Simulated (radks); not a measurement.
Ionisation of the chlorine ion Cl15+, [He], to 1s1 as the strength of local exchange is varied. Calculated with a radial shooting solver on a logarithmic mesh with Libxc functionals: Dirac Kohn-Sham, Slater X-alpha exchange (alpha = 2/3 is LDA exchange), no correlation, spin-unpolarised, spherical densities, point nucleus.

alpha  E(Cl15+) (hartree)  exchange (hartree)  IE (eV)  -e of the level emptied (eV)  <r> of it (bohr)
0.654          -277.89769            -8.77551   3662.8                3537.2 (1s1/2)           0.09016
0.667          -278.07216            -8.95307   3665.6                3540.3 (1s1/2)           0.09012
0.691          -278.39441            -9.28120   3670.8                3546.0 (1s1/2)           0.09006
0.714          -278.70343            -9.59604   3675.8                3551.4 (1s1/2)           0.09000
1.042          -283.13109           -14.12753   3747.7                3629.7 (1s1/2)           0.08917

NIST Atomic Spectra Database: 3658.3 eV (theoretical). The central value is not met in this range of alpha. Spin polarisation and multiplet splitting are left out, so open shells lie too high by an amount that depends on their filling.

Beside tabulated values, note that spin-unpolarised runs miss the spin-polarisation part of the exchange energy of open shells.
